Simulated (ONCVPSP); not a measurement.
# Configuration tests for antimony (ONCV)

Sb (Z = 51), optimised norm-conserving Vanderbilt (ONCV), made with ONCVPSP 4.0.1 (PBE, fully relativistic). Core [Ar] 3d10, reference 4s2 4p6 4d10 5s1 5p4. Waves: 4s+5s: rc 1.25 bohr, ncon 4, nbas 7, qcut 7.7 1/bohr, 2 projectors; 4p+5p: rc 1.15 bohr, ncon 4, nbas 9, qcut 13.5 1/bohr, 2 projectors; 4d: rc 1.15 bohr, ncon 3, nbas 8, qcut 13.4 1/bohr, 2 projectors, debl 1.4 Ha. Local part: polynomial inside 1.15 bohr (lpopt 3, dvloc0 6 Ha). Core correction: Teter function, fcfact 2.75, rcfact 1.1.

Open shells are filled in proportion to 2j + 1.

Energies are relative to the spin-unpolarised reference configuration 4s2 4p6 4d10 5s1 5p4; without spin polarisation the order of configurations can differ from experiment.

(1) Give the all-electron excitation energy and the error of the potential for: 4s2 4p6 4d10 5s2 5p3; 4s2 4p6 4d10 5s2 5p2; 4s2 4p6 4d10 5s2 5p1; 4s1 4p6 4d10 5s2 5p3.

## Answers

(1)

| valence configuration | charge | ΔE all-electron (eV) | error AE − PS (meV) |
| --- | --- | --- | --- |
| 4s2 4p6 4d10 5s2 5p3 | 0 | -8.086 | -1.4 |
| 4s2 4p6 4d10 5s2 5p2 | +1 | 0.248 | -1.0 |
| 4s2 4p6 4d10 5s2 5p1 | +2 | 16.237 | +0.1 |
| 4s1 4p6 4d10 5s2 5p3 | +1 | 149.300 | -236 |
